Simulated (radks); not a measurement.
Problem. Species: Ce IV. Configuration: [Xe] 4f1 (the NIST ground configuration). Calculated with a radial shooting solver on a logarithmic mesh with Libxc functionals: scalar-relativistic Kohn-Sham, r2SCAN, spin-polarised, spherical densities, finite nucleus; open shells are filled with parallel spins first (spin-orbit coupling, left out, can overturn this in heavy ions); meta-GGA in the generalised Kohn-Sham scheme; Fermi nuclear charge, rms radius 4.8771 fm. Some entries of the table are withheld. Estimate them.

orbital  occ.  eigenvalue (hartree)  r(max) (bohr)  <r^2> (bohr^2)
1s up       1             -1483.089        0.01574       0.0008212
1s down     1             -1483.089        0.01574       0.0008212
2s down     1             -238.9045        0.08902         0.01306
2s up       1             -238.9042        0.08902         0.01306
2p down     3             -213.9362        0.07169         0.01042
2p up       3             -213.9360        0.07169         0.01042
3s up       1             -52.39734         0.2543         0.08840
3s down     1             -52.38557         0.2543         0.08838
3p up       3             -44.41072         0.2490         0.08854
3p down     3             -44.39888         0.2490         0.08850
3d up       5             -33.07465         0.2055         0.07581
3d down     5             -33.06522         0.2055         0.07577
4s up       1             -11.41655         0.5932          0.4584
4s down     1             -11.38053         0.5930          0.4582
4p up       3              -8.79452         0.6190          0.5174
4p down     3              -8.75750         0.6189          0.5172
4d up       5              -5.00778         0.6522          0.6425
4d down     5              -4.96942         0.6519          0.6426
5s up       1              -2.38731          1.371           2.546
5s down     1              -2.36514          1.374           2.569
5p up       3              -1.71660          1.532             (1)
5p down     3              -1.69952          1.538             (2)
4f up       1                   (3)            (4)           1.419
4f down     0                   (5)            (6)           1.448

Solution. 
(1) 5p up <r^2> (bohr^2): 3.288
(2) 5p down <r^2> (bohr^2): 3.320
(3) 4f up eigenvalue (hartree): -1.04445
(4) 4f up r(max) (bohr): 0.7053
(5) 4f down eigenvalue (hartree): -1.00881
(6) 4f down r(max) (bohr): 0.7057
